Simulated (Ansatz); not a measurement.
One change: `F[SiH2][O][GeH3]` becomes `F[SiH2]O[SiH2]F`.

Ansatz, PBE0-D4/def2-TZVP geometries, multiplicity 1. Each molecule was computed in one conformer, which needn't be the lowest.

Scalar relativity is left out up to krypton.

```csv
property,`F[SiH2][O][GeH3]`
HOMO–LUMO gap (ωB97M-V/def2-TZVPP) / eV,12.78
LUMO energy (PBE0/def2-TZVPP) / eV,-0.13
"ideal-gas entropy at 298 K and 1 bar (rigid rotor, harmonic PBE0-D4/def2-TZVP) / J/(mol·K)",358
LUMO energy (PBE/def2-TZVPP) / eV,-1.02
HOMO energy (PBE/def2-TZVPP) / eV,-7.37
size of the dipole moment (B3LYP/def2-TZVPP) / D,1.93
```

(1) Give the same properties after the change, and the shifts. (An estimate is asked.)

Results:

(1) Ansatz gave: 
| property | `F[SiH2]O[SiH2]F` | shift |
| --- | --- | --- |
| HOMO–LUMO gap (ωB97M-V/def2-TZVPP) / eV | 13.75 | 0.97 |
| LUMO energy (PBE0/def2-TZVPP) / eV | 0.36 | 0.49 |
| ideal-gas entropy at 298 K and 1 bar (rigid rotor, harmonic PBE0-D4/def2-TZVP) / J/(mol·K) | 364 | 6 |
| LUMO energy (PBE/def2-TZVPP) / eV | -0.53 | 0.49 |
| HOMO energy (PBE/def2-TZVPP) / eV | -7.93 | -0.56 |
| size of the dipole moment (B3LYP/def2-TZVPP) / D | 1.43 | -0.50 |

With PBE0 the HOMO falls by 0.58 eV and the LUMO rises by 0.49 eV, so the gap widens by about 1.07 eV. PBE moves the HOMO by -0.56 eV and ωB97M-V by -0.58 eV. Dipoles are sizes alone; their direction can turn. Modes under 60 cm⁻¹, often nearly free rotors, make the harmonic entropy too high.

B3LYP here is the variant with VWN-RPA as its local correlation; programs differ in this.
